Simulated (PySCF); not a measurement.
# Computed spin Hamiltonian

C6H8ClNO (charge -1 and doublet state).
Atom-mapped SMILES: `[CH2:1]=[C:2]([CH2:3]/[CH:4]=[CH:5]\[Cl:6])[C:7]([NH2:8])[O-:9]` (hydrogens: H10, H11 on C1; H12, H13 on C3; H14 on C4; H15 on C5; H16, H17 on N8)

Structure used (GFN2-xTB), in Å, numbered top down from 1:
```xyz
17
C6H8ClNO angstrom
C      0.595   -2.143   -0.835
C      0.564   -0.795   -0.585
C     -0.668   -0.002   -0.950
C     -1.460    0.101    0.311
C     -1.683    1.236    1.025
Cl    -1.695    2.829    0.277
C      1.634   -0.167    0.135
N      1.481    1.199    0.449
O      2.713   -0.720    0.426
H      1.399   -2.749   -0.458
H     -0.181   -2.634   -1.399
H     -1.226   -0.544   -1.723
H     -0.419    0.990   -1.333
H     -1.668   -0.833    0.815
H     -2.139    1.260    2.001
H      2.196    1.507    1.095
H      0.551    1.477    0.739
```

The hyperfine couplings belong to this conformer and change with its torsions.

The calculation used UKS B3LYP, pcH-1 on C Cl H N O, non-relativistic, mean-field spin-orbit, GIAO in PySCF. Whether the extra electron is bound in the gas phase wasn't checked; a finite basis holds it in any case. A GFN2-xTB geometry isn't a minimum of the functional, and hyperfine couplings can be far from their values at a DFT geometry, by a factor of two or more for some ions and for spin on atoms past the first row. The frame is twisted about the C4–C5 bond at this geometry (dihedral H14–C4–C5–H15 = -6°); couplings at other torsion angles weren't computed. Stability of the SCF solution: not tested.

| Property | Result |
| --- | --- |
| g1, g2, g3 | 2.00267, 2.00330, 2.00396 |
| g_iso | 2.00331 |
| Form of g | rhombic: the two nearest values differ by 49 % of g3 − g1 |
| ⟨S²⟩ | 0.7580 (exact 0.7500) |
| α and β electrons | 39, 38 |
| HOMO–LUMO gap, α and β orbitals | 2.06, 5.11 eV |
| Total energy | -823.63314 Eh |
| Basis functions | 315 |

Hyperfine couplings atom by atom, in G; T1 to T3 are the principal values of the dipolar part; ρ(0) is the spin density at the nucleus (MHz turned into gauss with g_iso; 10 G = 1 mT):

```json
{"atom": "C1", "isotope": "13C", "a_iso": "11.6", "of which spin–orbit": "0.0", "T1": "-12.4", "T2": "-12.2", "T3": "24.6", "Mulliken spin population": "0.50", "ρ(0) (bohr⁻³)": "0.0290"}
{"atom": "C2", "isotope": "13C", "a_iso": "0.5", "of which spin–orbit": "0.0", "T1": "-3.6", "T2": "-1.4", "T3": "5.0", "Mulliken spin population": "0.02", "ρ(0) (bohr⁻³)": "0.0013"}
{"atom": "C3", "isotope": "13C", "a_iso": "-1.6", "of which spin–orbit": "0.0", "T1": "-0.3", "T2": "0.1", "T3": "0.2", "Mulliken spin population": "-0.02", "ρ(0) (bohr⁻³)": "-0.0039"}
{"atom": "C4", "isotope": "13C", "a_iso": "1.4", "of which spin–orbit": "0.0", "T1": "-5.1", "T2": "-4.1", "T3": "9.2", "Mulliken spin population": "0.15", "ρ(0) (bohr⁻³)": "0.0036"}
{"atom": "C5", "isotope": "13C", "a_iso": "12.4", "of which spin–orbit": "0.0", "T1": "-6.5", "T2": "-5.7", "T3": "12.2", "Mulliken spin population": "0.20", "ρ(0) (bohr⁻³)": "0.0308"}
{"atom": "Cl6", "isotope": "35Cl", "a_iso": "6.3", "of which spin–orbit": "0.0", "T1": "-2.5", "T2": "-1.6", "T3": "4.0", "Mulliken spin population": "0.02", "ρ(0) (bohr⁻³)": "0.0404"}
{"atom": "C7", "isotope": "13C", "a_iso": "1.3", "of which spin–orbit": "0.0", "T1": "-3.6", "T2": "-3.2", "T3": "6.8", "Mulliken spin population": "0.10", "ρ(0) (bohr⁻³)": "0.0032"}
{"atom": "N8", "isotope": "14N", "a_iso": "1.8", "of which spin–orbit": "0.0", "T1": "-0.5", "T2": "-0.3", "T3": "0.8", "Mulliken spin population": "0.01", "ρ(0) (bohr⁻³)": "0.0156"}
{"atom": "O9", "isotope": "17O", "a_iso": "-2.2", "of which spin–orbit": "0.0", "T1": "-9.0", "T2": "4.5", "T3": "4.5", "Mulliken spin population": "0.07", "ρ(0) (bohr⁻³)": "0.0100"}
{"atom": "H10", "isotope": "1H", "a_iso": "-9.8", "of which spin–orbit": "0.0", "T1": "-5.9", "T2": "0.2", "T3": "5.6", "Mulliken spin population": "-0.02", "ρ(0) (bohr⁻³)": "-0.0061"}
{"atom": "H11", "isotope": "1H", "a_iso": "-10.0", "of which spin–orbit": "0.0", "T1": "-6.2", "T2": "0.5", "T3": "5.7", "Mulliken spin population": "-0.02", "ρ(0) (bohr⁻³)": "-0.0063"}
{"atom": "H12", "isotope": "1H", "a_iso": "8.9", "of which spin–orbit": "0.0", "T1": "-0.8", "T2": "0.2", "T3": "0.7", "Mulliken spin population": "0.01", "ρ(0) (bohr⁻³)": "0.0056"}
{"atom": "H13", "isotope": "1H", "a_iso": "-0.3", "of which spin–orbit": "0.0", "T1": "-0.7", "T2": "0.1", "T3": "0.6", "Mulliken spin population": "0.00", "ρ(0) (bohr⁻³)": "-0.0002"}
{"atom": "H14", "isotope": "1H", "a_iso": "-3.4", "of which spin–orbit": "0.0", "T1": "-1.6", "T2": "0.0", "T3": "1.6", "Mulliken spin population": "0.00", "ρ(0) (bohr⁻³)": "-0.0021"}
{"atom": "H15", "isotope": "1H", "a_iso": "-5.1", "of which spin–orbit": "0.0", "T1": "-3.0", "T2": "-0.2", "T3": "3.2", "Mulliken spin population": "-0.01", "ρ(0) (bohr⁻³)": "-0.0032"}
{"atom": "H16", "isotope": "1H", "a_iso": "0.1", "of which spin–orbit": "0.0", "T1": "-0.6", "T2": "-0.3", "T3": "0.9", "Mulliken spin population": "0.00", "ρ(0) (bohr⁻³)": "0.0001"}
{"atom": "H17", "isotope": "1H", "a_iso": "3.5", "of which spin–orbit": "0.0", "T1": "-1.4", "T2": "-0.3", "T3": "1.7", "Mulliken spin population": "0.01", "ρ(0) (bohr⁻³)": "0.0022"}
```

Largest spin populations (Mulliken): C1 (+0.50), C5 (+0.20), C4 (+0.15) and C7 (+0.10).

The SMILES `C=C(C/C=C\Cl)[C](N)[O-]` draws the unpaired electron on C7, whose computed spin population is only +0.10.

Axes: g3 points within 7° of the C4–C5 bond.

Under fast tumbling the dipolar parts average out, and these isotropic splittings remain (the largest six): 1 × 1H (H11, I = 1/2, 2 lines) with 1.00 mT, 1 × 1H (H10, I = 1/2, 2 lines) with 0.98 mT, 1 × 35Cl (Cl6, I = 3/2, 4 lines) with 0.63 mT, 1 × 1H (H15, I = 1/2, 2 lines) with 0.51 mT, 2 × 1H (H12/H13, I = 1/2, 3 lines) with 0.43 mT and 1 × 1H (H14, I = 1/2, 2 lines) with 0.34 mT.

Means are taken over nuclei equivalent by connectivity, which assumes that they swap fast. The 1H value of +12.1 MHz is a mean of couplings from -0.7 to 24.9 MHz in this one geometry, not an average over conformers. The 1H value of +5.2 MHz is a mean of couplings from 0.4 to 9.9 MHz in this one geometry, not an average over conformers.

Main isotope only: 35Cl (natural samples also hold 24 % 37Cl, magnetic too, which adds its own pattern).

The 17O coupling of O9 (-6.1 MHz) shows only in satellite lines or after enrichment, since that isotope makes up about 0.038 % of natural oxygen.

The 13C coupling of C5 (34.8 MHz) shows only in satellite lines or after enrichment, since that isotope makes up about 1.07 % of natural carbon.

β density exceeds α density at some nuclei, such as H11 (-0.0063), H10 (-0.0061) and C3 (-0.0039), spin density in bohr⁻³. In a single determinant that takes different orbitals for the two spins, that is spin polarisation.
